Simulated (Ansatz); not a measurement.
Reactions of `[NH2][Sn]([F])([F])[Cl]`.

Computed with Ansatz on PBE0-D4/def2-TZVP structures; ΔE is electronic, products minus reactants. CBS: MP2 limit from def2 TZ/QZ plus the TZ coupled-cluster correction, frozen cores. This one scheme is used for every species, atoms too. For atomizations the MP2-based limit and the directly extrapolated one differ by several kJ/mol either way, and by 10 to 25 for some Ge, Se and Sn compounds, so smaller differences from it don't rank the levels. Functionals use def2-TZVPP. No spin–orbit coupling; open shells (•) take unrestricted orbitals. Spin–orbit coupling would lower the free atoms: a little for Cl, F; strongly for Sn. Elements past krypton have def2 core potentials. For Br, Se, Sn outer-core shells are correlated without core-valence functions, so the limit isn't a true one: a few kJ/mol of doubt a bond, and 10 to 20 or more in all where bonds break to atoms. Scalar relativity is left out up to krypton. Each species was taken in one conformer, which may not be the lowest.

```
                                                           reaction  B2PLYP (kcal/mol)  PBE-D4 (kcal/mol)  CCSD/CBS(def2) (kcal/mol)  B97M-V (kcal/mol)
           `[NH2][Sn]([F])([F])[Cl]` → Cl• + 2 F• + 2 H• + N• + Sn•              529.0              553.2                      532.8              545.0
`[NH2][Sn]([F])([F])[Cl]` + H₂Se → `[NH2][Sn]([F])([F])[SeH]` + HCl                0.0               -1.3                       -0.5                2.1
 `[NH2][Sn]([F])([F])[Cl]` + HCl → `[NH2][Sn]([F])([Cl])[Cl]` + H–F               -7.3               -8.1                       -8.8               -6.5
   `[NH2][Sn]([F])([F])[Cl]` + HBr → `[F][Sn]([F])([Cl])[Br]` + NH₃              -19.9              -20.5                      -20.6              -21.1
    `[NH2][Sn]([F])([F])[Cl]` + H–F → `[F][Sn]([F])([F])[Cl]` + NH₃               -7.6               -7.2                       -6.1              -10.6
       `[NH2][Sn]([F])([F])[Cl]` + H₂ → `[NH2][SnH]([F])[Cl]` + H–F                6.8                6.8                        5.5                7.7
```

Task: Give the CCSD(T)/CBS values in the same order. (Estimate.)

Result: Computed: 546.1, -0.8, -9.0, -20.3, -5.9, 6.4 kcal/mol.

Largest T1 diagnostic: 0.014, for `[F][Sn]([F])([F])[Cl]`.
